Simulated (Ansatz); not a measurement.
`C[CH2][SnH]([F])[F]` + H₂ → `C[CH2][SnH2][F]` + H–F at 298.15 K and 1 bar (hydrogenolysis of the Sn–F bond).

Calculated with Ansatz (gas phase, PBE0-D4/def2-TZVP geometries, no zero-point term in ΔE). CCSD(T)/CBS is the MP2 limit (def2-TZVPP, def2-QZVPP) plus CCSD(T) − MP2 in def2-TZVPP, frozen cores. This one scheme is used for every species. Elements past krypton have def2 core potentials. For Sn outer-core shells are correlated without core-valence functions, which leaves a few kJ/mol of doubt a bond. Each species was taken in one conformer, which may not be the lowest.

| species | CCSD(T)/CBS energy (Eh) | H − E (kJ/mol) | S (J/(mol·K)) |
| --- | --- | --- | --- |
| `C[CH2][SnH]([F])[F]` | -493.39757 | 222.5 | 376.3 |
| H₂ | -1.17544 | 35.1 | 130.4 |
| `C[CH2][SnH2][F]` | -394.15776 | 231.9 | 352.0 |
| H–F | -100.39570 | 33.5 | 173.6 |

H − E and S are ideal-gas, rigid-rotor, harmonic terms from PBE0-D4/def2-TZVP, for one conformer and one mirror image of each species. The MP2-based limit puts H₂ 0.8 mEh under its directly extrapolated value; such offsets cancel only in part. 1 Eh = 2625.50 kJ/mol, R = 8.31446 J/(mol·K).

Task: By hand: ΔE, ΔH, ΔS and ΔG.

Result: ΔE = (-394.15776) + (-100.39570) − (-493.39757) − (-1.17544) = 0.01955 Eh = 51.3 kJ/mol. Δ(H − E) = 231.9 + 33.5 − 222.5 − 35.1 = 7.8, so ΔH = 59.1 kJ/mol. ΔS = 352.0 + 173.6 − 376.3 − 130.4 = 18.9 J/(mol·K). ΔG = 59.1 − 298.15 × (18.9)/1000 = 53.5 kJ/mol.

Task: By hand: the equilibrium constant, and the temperature at which ΔG would vanish if ΔH and ΔS stayed fixed.

Result: log₁₀ K = −ΔG/(RT ln 10) = -9.4. ΔG = 0 at ΔH/ΔS = 3127 K, far beyond where these terms or the molecules hold.

ΔH outweighs TΔS. A doubt of 5 kJ/mol in ΔE shifts log₁₀ K by 0.9 here. Other conformers and mirror images would add mixing entropy, several J/(mol·K) or more a flexible species. Modes under 60 cm⁻¹, often nearly free rotors, make the harmonic entropy too high. These are equilibria of isolated gas molecules and say nothing of rates. Largest T1 diagnostic: 0.013 (customary marks: 0.02 for closed shells, 0.045 for open ones).
